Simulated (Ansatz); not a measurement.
A set of 12 reactions (redistribution), with CCSD(T)/CBS values in kJ/mol:

| reaction | ΔE |
| --- | --- |
| `B[CH2][Ga]([CH3])[F]` + `C1N[SiH2]1` → `B[CH2][GaH][CH3]` + `F[SiH]1CN1` | -29.4 |
| `C=CS[SiH2]N` + `N=C(N)[SiH3]` → `N=C(N)[SiH2]N` + `C=CS[SiH3]` | -1.1 |
| `[GeH3][O][GeH3]` + `BS[SiH3]` → `[SiH3][S][GeH3]` + `B[O][GeH3]` | -72.9 |
| `[NH2][GeH]([OH])[CH2]F` + `BB([SiH3])S` → `[OH][GeH]([SH])[CH2]F` + `BB(N)[SiH3]` | -61.1 |
| `N[SiH](N)O` + `C[BH][SbH2]` → `CB[SiH](N)N` + `[OH][SbH2]` | 173.2 |
| `O[SiH](Cl)O[Si](O)(F)F` + `BC` → `B[Si](O)(F)F` + `CO[SiH](O)Cl` | 263.7 |
| `C[O][Mg][F]` + `O[SiH2][SiH](O)Cl` → `C[O][Mg][OH]` + `O[SiH2][SiH](F)Cl` | 22.2 |
| `C#[C][AlH][GeH3]` + `[ZnH2]` → `[AlH2][GeH3]` + `C#[C][ZnH]` | 14.9 |
| `C[SiH2]OC(C)=O` + `[SiH3]C[SiH2]Cl` → `C[SiH2]C[SiH2]Cl` + `CC(=O)O[SiH3]` | 4.8 |
| `[F][GeH2][SiH2]S` + `[SH][Ge][Cl]` → `[F][GeH2][SiH2]Cl` + `[SH][Ge][SH]` | -14.4 |
| `[CH3][Sn][NH2]` + `[F][Ge][N]([SiH3])[SiH3]` → `[NH2][Sn][N]([SiH3])[SiH3]` + `[CH3][Ge][F]` | 21.2 |
| `CC[SiH2][TeH]` + `[CH3][In]([F])[C]#N` → `[CH3][In]([F])[TeH]` + `CC[SiH2]C#N` | -74.7 |

Gas-phase electronic energies from Ansatz, PBE0-D4/def2-TZVP geometries. CCSD(T)/CBS adds triple-zeta CCSD(T) − MP2 to the extrapolated MP2 energy (def2 sets, frozen cores). This one scheme is used for every species. DFT in def2-TZVPP. B3LYP here is the variant with VWN-RPA as its local correlation; programs differ in this. def2 core potentials past Kr. For Ga, Ge, In, Mg, Sb, Sn, Te, Zn outer-core shells are correlated without core-valence functions, which leaves a few kJ/mol of doubt a bond. Scalar relativity is left out up to krypton. One conformer a species, not always the lowest.

Q: Give the mean, mean absolute and largest difference (level minus CCSD(T)/CBS, kJ/mol) for: r2SCAN-D4, PBE0-D4, ωB97X-V, ωB97M-V, B2PLYP, PBE, r2SCAN, PBE0, B3LYP, SCS-MP2/def2-TZVPP, MP2/def2-QZVPP, HF/CBS(def2), MP2/CBS(def2), CCSD/CBS(def2). (Estimate.)

A: The calculation gave: 
```
             level  mean  mean absolute  largest
         r2SCAN-D4   0.2            2.6     -4.9
           PBE0-D4  -1.0            3.3     -9.1
           ωB97X-V  -0.8            3.5    -10.6
           ωB97M-V   0.0            2.4     -6.8
            B2PLYP  -0.3            2.4     -5.2
               PBE  -2.7            6.6    -24.8
            r2SCAN   0.1            2.5     -5.4
              PBE0  -1.4            3.7    -13.0
             B3LYP  -2.2            4.9    -12.3
SCS-MP2/def2-TZVPP   1.1            2.1      4.2
    MP2/def2-QZVPP   1.5            2.5     10.2
      HF/CBS(def2)   0.1            2.8      6.0
     MP2/CBS(def2)   1.1            2.4      9.8
    CCSD/CBS(def2)  -0.3            0.8     -2.3
```

The largest T1 diagnostic in the set is 0.016, for `[ZnH2]` (customary mark 0.02).

CCSD(T)/CBS is a level of theory with its own doubt, and the functionals carry their triple-zeta basis error, so these figures describe this set and don't rank the functionals.
